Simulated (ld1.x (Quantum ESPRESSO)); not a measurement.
# Before and after: TM potential for S

ld1.x (Quantum ESPRESSO) 7.5 input, shortened:

```
&input
   title='S', zed=16., rel=0, dft='PZ', iswitch=3,
   config='[Ne] 3s2 3p4 3d-2'
 /
 &inputp
   pseudotype=2, tm=.true., lloc=2,
   nlcc=.true.
 /
3
3S  1  0   2.00   0.00  1.05  1.05  0.0
3P  2  1   4.00   0.00  1.50  1.50  0.0
3D  3  2  -2.00   0.25  1.35  1.35  0.0
 &test
   configts(1)='3s2 3p4'
 /
```

Change: wave 3p (bound): rc 1.50 bohr becomes 3p (bound): rc 1.28 bohr.

Cutoffs: the cutoffs (Ry, on a coarse ladder) from which the occupation-weighted sum of valence levels, in a spherical-Bessel basis at the reference potential, stays within 10 and 1 mRy of its value at 400 Ry; they do not see the model core or the augmentation charge, which bear on the density cutoff. Errors are all-electron minus pseudo energies relative to the spin-unpolarised reference configuration.

Question: How do hardness, ghosts and transferability respond?

Answer: The potential gets neither clearly harder nor softer (70 Ry and 200 Ry → 80 Ry and 200 Ry); of the 9 tests that both files solve, the error grows in 1 and shrinks in 3 by more than 15 % and 0.3 meV (median size 12.2 → 12.9 meV); neither file shows a bound ghost.

| quantity | base | changed |
| --- | --- | --- |
| cutoff, loose | 70 Ry | 80 Ry |
| cutoff, tight | 200 Ry | 200 Ry |
| bound ghosts | none | none |
| error for 3s2 3p3, meV [ΔE 11.88 eV] | +8.3 | +8.5 |
| error for 3s2 3p2, meV [ΔE 34.26 eV] | +57 | +57 |
| error for 3s2 3p1, meV [ΔE 68.43 eV] | +203 | +201 |
| error for 3s2 3p0, meV [ΔE 115.41 eV] | +551 | +538 |
| error for 3s1 3p4, meV [ΔE 22.53 eV] | +11 | +13 |
| error for 3s2 3p4.3, meV [ΔE -1.74 eV] | +0.3 | +0.3 |
| error for 3s1 3p5, meV [ΔE 10.11 eV] | -1.5 | -0.1 |
| error for 3s2 3p4 (spin-polarised), meV [ΔE -0.71 eV] | +12 | +9.2 |
| error for 3s2 3p3 (spin-polarised), meV [ΔE 9.91 eV] | +44 | +35 |
